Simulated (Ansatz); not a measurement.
Reaction (substitution at a C–C bond): `C#CC(C)(C)F` + `[OH][GeH2][OH]` → `C[O][GeH2][OH]` + `C#CC(C)F`

Gas-phase electronic energies from Ansatz, PBE0-D4/def2-TZVP geometries. CBS: MP2 limit from def2 TZ/QZ plus the TZ coupled-cluster correction, frozen cores. Functionals use def2-TZVPP. B3LYP here is the variant with VWN-RPA as its local correlation; programs differ in this. For Ge outer-core shells are correlated without core-valence functions, which leaves a few kJ/mol of doubt a bond. Scalar relativity is left out up to krypton. One conformer a species, not always the lowest.

`C#CC(C)(C)F`:

```xyz
13

C    -0.503    1.118    2.190
C    -0.141    0.473    1.246
C     0.280   -0.294    0.073
C    -0.888   -1.059   -0.520
C     0.965    0.602   -0.942
F     1.222   -1.238    0.495
H    -0.818    1.684    3.035
H    -1.662   -0.368   -0.856
H    -1.316   -1.728    0.227
H    -0.540   -1.647   -1.372
H     0.275    1.367   -1.299
H     1.299   -0.001   -1.789
H     1.827    1.091   -0.488
```

`[OH][GeH2][OH]`:

Cartesian coordinates in Å:
```
O 0.848 1.302 0.170
Ge -0.466 0.108 0.135
O -0.249 -1.029 -1.208
H 1.587 1.037 0.720
H -0.468 -0.660 1.473
H -1.741 0.873 -0.202
H 0.489 -1.631 -1.087
```

`C[O][GeH2][OH]`:

```xyz
10

C     1.562    0.119    0.493
O     0.183    0.163    0.764
Ge   -0.965   -0.388   -0.473
O    -2.527    0.283    0.002
H     1.951   -0.907    0.501
H     2.079    0.682    1.274
H     1.814    0.573   -0.475
H    -0.474    0.163   -1.830
H    -1.149   -1.910   -0.453
H    -2.475    1.222    0.196
```

`C#CC(C)F`:

Cartesian coordinates in Å:
```
C -0.719 1.464 1.609
C -0.368 0.934 0.592
C 0.086 0.276 -0.626
C 0.433 -1.180 -0.407
F -0.907 0.361 -1.595
H -1.039 1.937 2.508
H 0.952 0.819 -1.022
H 0.757 -1.625 -1.349
H 1.241 -1.265 0.322
H -0.436 -1.721 -0.032
```

CCSD(T)/CBS gives +78.2 kJ/mol.

**Question.** Another level gave +71.4 kJ/mol. Which?
A. B3LYP/def2-TZVPP
B. PBE-QIDH/def2-TZVPP
C. MP2/def2-TZVPP
D. revPBE-D4/def2-TZVPP

**Answer.** D. revPBE-D4 71.4, PBE-QIDH 76.7, B3LYP 63.5, MP2/def2-TZVPP 82.9 kJ/mol.

Largest T1 diagnostic among the species: 0.012.

The D4 term adds +3.6 kJ/mol with B3LYP and +2.0 kJ/mol with PBE0; it sums over pairs of atoms, weighted by their polarisabilities, and B3LYP, whose exchange is more repulsive, gets the larger term. At CCSD(T), def2-SVP lies −8.4 kJ/mol from the extrapolated value and def2-TZVPP −2.4 kJ/mol.
